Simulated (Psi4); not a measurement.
C$_{6}$H$_{15}$B, triplet, at a GFN2-xTB geometry (a higher spin typed on purpose: for a closed-shell molecule this is an excited state). Base run: CAM-B3LYP/STO-3G (Psi4 1.11).

Here is a job for Psi4.
```
memory 2 GB

molecule mol {
0 3
  B    -0.181856   -0.500900    0.053136
  C     1.155142    0.275947   -0.661981
  C     1.279813   -0.181552   -2.095729
  H     2.040493    0.004697   -0.093382
  H     1.005636    1.353756   -0.603999
  H     0.428657    0.136153   -2.690546
  H     1.365537   -1.263702   -2.158639
  H     2.182370    0.256254   -2.530067
  C    -1.569662   -0.078503   -0.636869
  C    -1.899227    1.423132   -0.631325
  H    -2.359889   -0.591587   -0.074948
  H    -1.671232   -0.437479   -1.664775
  H    -1.206854    1.971376   -1.267499
  H    -1.831391    1.828018    0.376585
  H    -2.907595    1.603986   -1.005222
  C     0.092548   -0.155232    1.645981
  C     1.031260   -1.106512    2.365679
  H    -0.915897   -0.258145    2.053852
  H     0.423084    0.873189    1.818990
  H     2.047198   -1.016754    1.985062
  H     0.708904   -2.137679    2.240882
  H     1.061017   -0.881262    3.433491
}

set basis sto-3g
set reference uks

energy('cam-b3lyp')
print_variables()
```

Variants of this job, named by their change:

```json
[
 {"change": "base", "ΔE vs base (mEh)": "0.000", "SCF cycles": "10", "grid points": "460232", "basis functions": "50", "outcome": "converged"},
 {"change": "puream = true", "ΔE vs base (mEh)": "0.000", "SCF cycles": "10", "grid points": "460232", "basis functions": "50", "outcome": "converged"},
 {"change": "dft_radial_points = 50", "ΔE vs base (mEh)": "0.000", "SCF cycles": "10", "grid points": "311658", "basis functions": "50", "outcome": "converged"},
 {"change": "dft_nuclear_scheme = stratmann", "ΔE vs base (mEh)": "-0.016", "SCF cycles": "10", "grid points": "425744", "basis functions": "50", "outcome": "converged"},
 {"change": "dft_radial_points = 35", "ΔE vs base (mEh)": "0.023", "SCF cycles": "10", "grid points": "219057", "basis functions": "50", "outcome": "converged"},
 {"change": "cholesky_tolerance = 1e-6 (with scf_type cd)", "ΔE vs base (mEh)": "-", "SCF cycles": "-", "grid points": "-", "basis functions": "-", "outcome": "input refused"},
 {"change": "guess = sap", "ΔE vs base (mEh)": "0.000", "SCF cycles": "11", "grid points": "460232", "basis functions": "50", "outcome": "converged"},
 {"change": "dft_radial_scheme = multiexp", "ΔE vs base (mEh)": "0.000", "SCF cycles": "10", "grid points": "491746", "basis functions": "50", "outcome": "converged"},
 {"change": "dft_radial_points = 99", "ΔE vs base (mEh)": "0.000", "SCF cycles": "10", "grid points": "604199", "basis functions": "50", "outcome": "converged"},
 {"change": "dft_basis_tolerance = 1e-8", "ΔE vs base (mEh)": "0.000", "SCF cycles": "10", "grid points": "456920", "basis functions": "50", "outcome": "converged"},
 {"change": "scf_initial_accelerator = ediis", "ΔE vs base (mEh)": "0.000", "SCF cycles": "10", "grid points": "460232", "basis functions": "50", "outcome": "converged"},
 {"change": "scf_type = direct", "ΔE vs base (mEh)": "1.927", "SCF cycles": "13", "grid points": "460232", "basis functions": "50", "outcome": "converged"},
 {"change": "scf_type = mem_df", "ΔE vs base (mEh)": "0.000", "SCF cycles": "10", "grid points": "460232", "basis functions": "50", "outcome": "converged"}
]
```

Open shells are given as the SCF converged; they aren't shown to be the lowest states, and a large step between rows can be another state.

- cholesky_tolerance = 1e-6 (with scf_type cd): ended with `psi4.driver.p4util.exceptions.ValidationError: SCF: SCF_TYPE (CD) not supported for range-separated functionals, plese use SCF_TYPE = 'DF' to automatically select the correct JK build.`
